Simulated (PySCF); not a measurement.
## Assignment exercise: C6H12OSi2

Atoms are numbered as in `[CH2:1]=[CH:2][SiH:3]([CH:4]=[CH2:5])[C:6](=[CH2:7])[O:8][SiH3:9]`; H(Xn) means a hydrogen on atom n. Ha(C1), Ha(C5), Ha(C7) are cis to Si3; Hb(C1), Hb(C5), Hb(C7) are trans to Si3.

Theory: geometry: GFN2-xTB, shielding tensors at PBE0/pcSseg-1 (GIAO), in PySCF 2.14.0 with density-fitted response routines (no solvent, non-relativistic Hamiltonian, one averaged value for each set of equivalent atoms, one computed conformer).

Shifts are taken against calculated references (same method and geometry level): 13C (σ = 186.93 ppm), 1H (σ = 31.72 ppm) against TMS.

Problem. Assign these signals to the numbered atoms. 13C{1H} NMR (computed): δ 171.0 (C), 144.3 (CH2), 141.4 (CH), 106.7 (CH2).

Solution. 
171.0 → C6, alkene carbon bearing oxygen: an sp2 carbon further deshielded by the attached heteroatom
144.3 → C1/C5, terminal =CH2 carbon: the olefinic region
141.4 → C2/C4, alkene CH: as expected for a trigonal carbon in a double bond
106.7 → C7, β carbon of an enol-ether or enamine type C=C: the O or N lone pair pushes π density onto this β carbon and shields it

Problem. Assign these signals to the numbered atoms. 1H NMR (400 MHz, computed): δ 6.58 (m, 2H), 6.57 (m, 2H), 6.19 (m, 2H), 4.98 (m, 1H), 4.96 (m, 1H), 4.93 (s, 3H), 4.77 (t, 1H).

Solution. 
| δ (ppm) | atoms | environment | reason |
| --- | --- | --- | --- |
| 6.58 | H(C2)/H(C4) | hydrogen on an alkene CH | a vinylic proton, deshielded by the sp2 carbon and the C=C anisotropy |
| 6.57 | Hb(C1)/Hb(C5) | hydrogen on a terminal =CH2 carbon | olefinic region |
| 6.19 | Ha(C1)/Ha(C5) | hydrogen on a terminal =CH2 carbon | – |
| 4.98 | Ha(C7) | hydrogen on a β carbon of an enol-ether or enamine type C=C | lone-pair donation from O or N shields it, upfield of ordinary alkene protons |
| 4.96 | Hb(C7) | hydrogen on a β carbon of an enol-ether or enamine type C=C | – |
| 4.93 | H(Si9) | hydrogen on a silicon bonded to O | – |
| 4.77 | H(Si3) | hydrogen on a silicon bonded to 3 C | – |

H(C2)/H(C4) and Hb(C1)/Hb(C5); Ha(C7) and Hb(C7); Hb(C7) and H(Si9) lie closer than the usual error of such a calculation, so a measured spectrum could show them in the other order.

Shifts are as computed. Against solution values, carbons near 30 ppm lie about +3 ppm off and those near 130 ppm about +5 ppm. Of 1211 compounds with measured shifts, 218 miss one by over three times the rms of a fit or turn the order of signals round; such compounds aren't used in these exercises. Multiplicities follow the n + 1 count of equivalent neighbours, as no J values were calculated; m marks all less simple cases, F and P coupling included.
